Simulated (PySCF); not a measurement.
BeFBr, SMILES [F][Be][Br].

Coordinates come from a PBE0-D3(BJ)/def2-TZVP optimisation.

The numbers are results of TDA-B3LYP/def2-TZVPD (PySCF), not measurements.

Vertical excitations; the highest root listed may be one member of a degenerate set.  State labels are in the subgroup C2v.

Task: Estimate the UV-visible absorptions. (The exact figures need the calculation; the answer reports its results.)

Result: 
| state | symmetry | energy (eV) | λ (nm) | f | main pairs |
|---|---|---|---|---|---|
| S1 | B2 | 6.79 | 183 | 0.070 | HOMO→LUMO (degenerate set) |
| S2 | B1 | 6.79 | 183 | 0.070 | HOMO−1→LUMO (degenerate set) |
| S3 | A2 | 7.45 | 166 | 0.000 | HOMO→LUMO+1 49 %, HOMO−1→LUMO+2 49 % |
| S4 | A2 | 7.49 | 166 | 0.000 | HOMO−1→LUMO+2, HOMO→LUMO+1 (degenerate set) |
| S5 | A1 | 7.49 | 166 | 0.000 | HOMO→LUMO+2, HOMO−1→LUMO+1 (degenerate set) |
| S6 | A1 | 8.21 | 151 | 0.037 | HOMO−2→LUMO 35 %, HOMO−1→LUMO+1 31 %, HOMO→LUMO+2 31 % |
| S7 | B2 | 8.50 | 146 | 0.032 | HOMO→LUMO+3 (degenerate set) |
| S8 | B1 | 8.50 | 146 | 0.032 | HOMO−1→LUMO+3 (degenerate set) |
| S9 | A2 | 8.92 | 139 | 0.000 | HOMO−1→LUMO+5, HOMO→LUMO+4 (degenerate set) |
| S10 | A1 | 8.92 | 139 | 0.000 | HOMO→LUMO+5, HOMO−1→LUMO+4 (degenerate set) |
| T1 | B2 | 6.51 | 190 | 0 | HOMO→LUMO (degenerate set) |
| T2 | B1 | 6.51 | 190 | 0 | HOMO−1→LUMO (degenerate set) |
| T3 | A1 | 6.99 | 177 | 0 | HOMO→LUMO+2 46 %, HOMO−1→LUMO+1 46 % |
| T4 | A2 | 7.19 | 172 | 0 | HOMO→LUMO+1 48 %, HOMO−1→LUMO+2 48 % |
Triplets are in the Tamm–Dancoff approximation.
